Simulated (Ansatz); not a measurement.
Input file for Ansatz (a program for electronic structure): R-CCSD(T)/aug-cc-pVDZ on CH8N2 (a complex), monomers drawn apart or pushed together.

Ansatz 0.2 input:
```yaml
crystal:
  periodic: [false, false, false]
  atoms:
    - {symbol: N, position_ang: [0.30393025, -0.18054828, 0.19997360]}
    - {symbol: H, position_ang: [0.10749778, 0.32428454, 1.06416388]}
    - {symbol: H, position_ang: [0.61982082, 0.49512376, -0.48656247]}
    - {symbol: H, position_ang: [-0.57330430, -0.55874761, -0.13961966]}
    - {symbol: C, position_ang: [-0.04991722, -0.67135623, 3.96671668]}
    - {symbol: N, position_ang: [0.15832847, 0.72081511, 3.55853899]}
    - {symbol: H, position_ang: [0.49087025, -1.32390918, 3.28099086]}
    - {symbol: H, position_ang: [-1.11023782, -0.91355548, 3.88061630]}
    - {symbol: H, position_ang: [0.26866479, -0.90076506, 4.99122528]}
    - {symbol: H, position_ang: [1.13580736, 0.97394060, 3.64294649]}
    - {symbol: H, position_ang: [-0.36522720, 1.35507274, 4.14952497]}
basis:
  gaussian:
    orbitals: aug-cc-pVDZ
magnetization: {spin_polarized: false}
correlation: {method: ccsd_t, electrons: outside_noble_gas}
scf: {lower_state_search: off}
```

Program output:

```
WARN ansatz: RAYON_NUM_THREADS=2 ignored (pool sized by the plan → 2); use --threads N
Functional definition: HF
these checks for a lower state are left out or cut short: stability, starts, cluster_reference, orbital_swaps, neighbouring_geometries, increment
integrals: 0.35 GiB planned
1364 factors; integrals over basis functions are off by at most 7.9e-4 eV
mean field: 0.36 GiB planned
mean field evaluation 1: about -4116.6031 eV, gradient 4.4e1 eV
mean field evaluation 2: about -4116.6031 eV, gradient 4.4e1 eV
mean field evaluation 4: about -4120.8390 eV, gradient 3.1e0 eV
mean field evaluation 8: about -4120.8744 eV, gradient 1.9e-4 eV
mean field -4120.87437772 eV, -151.4393401522 hartree, gradient 2.4e-6 eV, S^2 0.000000; 0 other end points of the search recorded, 0 dependent functions left out
3 core orbitals not correlated
reference -4120.87437772 eV, -151.4393401522 hartree; 11, 11 occupied and 127, 127 virtual orbitals, 1364 factors
second order -14.82942204 eV of doubles, -0.00000000 eV of singles
coupled cluster: 1.02 GiB planned
cycle   1  -15.58827406 eV  change   -7.6e-1 eV  update   7.6e-2
cycle   2  -15.95920477 eV  change   -3.7e-1 eV  update   2.2e-2
cycle   3  -16.02755128 eV  change   -6.8e-2 eV  update   9.2e-3
cycle   4  -16.02600145 eV  change    1.5e-3 eV  update   2.3e-3
cycle   5  -16.02603518 eV  change   -3.4e-5 eV  update   8.7e-4
cycle   6  -16.02611359 eV  change   -7.8e-5 eV  update   2.7e-4
cycle   7  -16.02599483 eV  change    1.2e-4 eV  update   1.0e-4
cycle   8  -16.02596646 eV  change    2.8e-5 eV  update   3.8e-5
cycle   9  -16.02596293 eV  change    3.5e-6 eV  update   1.5e-5
perturbative correction -0.45055532 eV, -0.0165576028 hartree
Total energy: -4137.35089597 eV, -152.0448410297 hartree
Checks for a lower state left out: stability, starts, cluster_reference, orbital_swaps, neighbouring_geometries, increment
```

The run converged.

Cost: roughly 40 core-seconds.
